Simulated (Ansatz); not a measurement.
Consider the ligand exchange at a Zn–N bond: `[CH3][Zn][N](C)C` + `[SiH3]S` → `[CH3][Zn][S][SiH3]` + dimethylamine.

Gas-phase electronic energies from Ansatz, PBE0-D4/def2-TZVP geometries. CBS: MP2 limit from def2 TZ/QZ plus the TZ coupled-cluster correction, frozen cores. DFT in def2-TZVPP. For Zn outer-core shells are correlated without core-valence functions, which leaves a few kJ/mol of doubt a bond. Scalar relativity is left out up to krypton. Each species was taken in one conformer, which may not be the lowest.

```
     level  ΔE (kJ/mol)
r2SCANh-D4       -104.8
   ωB97M-V       -102.9
```

Task: What does CCSD(T)/CBS give? (Best estimate.)

Result: Computed: -103.7 kJ/mol. The listed levels differ from it by -1.1, 0.8 kJ/mol.

Largest T1 diagnostic among the species: 0.014.

At CCSD(T), def2-SVP lies +7.1 kJ/mol from the extrapolated value and def2-TZVPP +6.6 kJ/mol. From PBE to PBE0 (25 % exact exchange), in def2-TZVPP and without D4, ΔE moves by −8.5 kJ/mol. In def2-TZVPP, CCSD(T) changes the Hartree–Fock value by +24.5 kJ/mol (the triples alone add +2.2 kJ/mol) and MP2 by +24.7 kJ/mol.
